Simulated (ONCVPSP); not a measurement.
silver, ONCV: configuration errors across variants

```json
{"Element": "Ag", "Generator": "ONCVPSP 4.0.1", "Type": "optimised norm-conserving Vanderbilt (ONCV)", "Functional": "PBEsol", "Relativity": "fully relativistic", "Frozen core": "[Ar] 3d10", "Valence charge": "19", "Reference configuration": "4s2 4p6 4d10 5s1", "Partial waves": "4s+5s: rc 1.45 bohr, ncon 4, nbas 7, qcut 9.6 1/bohr, 2 projectors; 4p: rc 1.25 bohr, ncon 4, nbas 7, qcut 13.8 1/bohr, 1 projector; 4d: rc 1.10 bohr, ncon 3, nbas 7, qcut 10.2 1/bohr, local", "Local potential": "the d channel", "Core correction": "Teter function, fcfact 3, rcfact 1.35"}
```

Open shells are filled in proportion to 2j + 1.

All-electron excitation energies from the reference (eV): (1) 4s2 4p6 4d10 5s0 7.748; (2) 4s2 4p6 4d9 5s0 29.863; (3) 4s2 4p6 4d8 5s0 66.043; (4) 4s2 4p6 4d9 5s2 4.052.

The file “base” misses its own reference levels by 0.3 eV. The file “core correction Teter function, fcfact 3, rcfact 0.98” misses its own reference levels by 0.3 eV. The file “core correction Teter function, fcfact 3, rcfact 1.1” misses its own reference levels by 0.3 eV. The file “core correction Teter function, fcfact 3, rcfact 1.54” misses its own reference levels by 0.3 eV. The file “core correction Teter function, fcfact 3, rcfact 1.7” misses its own reference levels by 0.3 eV. The file “core correction Teter function, fcfact 3, rcfact 1.88” misses its own reference levels by 0.3 eV. The file “core correction Teter function, fcfact 3, rcfact 2” misses its own reference levels by 0.3 eV.

Errors AE − PS in meV (a dash: test not solved or not reliable):

| change | (1) | (2) | (3) | (4) | bound ghosts | GHOST(+) flags above zero |
| --- | --- | --- | --- | --- | --- | --- |
| base | -0.3 | +1.8 | +7.2 | +3.0 | none | s |
| core correction Teter function, fcfact 3, rcfact 0.98 | -0.3 | +1.7 | +6.9 | +2.8 | none | s |
| core correction Teter function, fcfact 3, rcfact 1.1 | -0.3 | +1.7 | +6.9 | +2.8 | none | s |
| core correction Teter function, fcfact 3, rcfact 1.54 | -0.4 | +1.8 | +7.5 | +2.9 | none | s |
| core correction Teter function, fcfact 3, rcfact 1.7 | -0.5 | +1.9 | +7.2 | +2.4 | none | s |
| core correction Teter function, fcfact 3, rcfact 1.88 | -0.8 | +1.7 | +4.0 | +0.9 | none | s |
| core correction Teter function, fcfact 3, rcfact 2 | -1.1 | +0.9 | -2.3 | -0.9 | none | s |

(1) Give the same row for: core correction Teter function, fcfact 3, rcfact 1.3.

## Answers

(1) -0.3, +1.8, +7.1, +2.9; bound ghosts: none; GHOST(+) flags above zero: s.
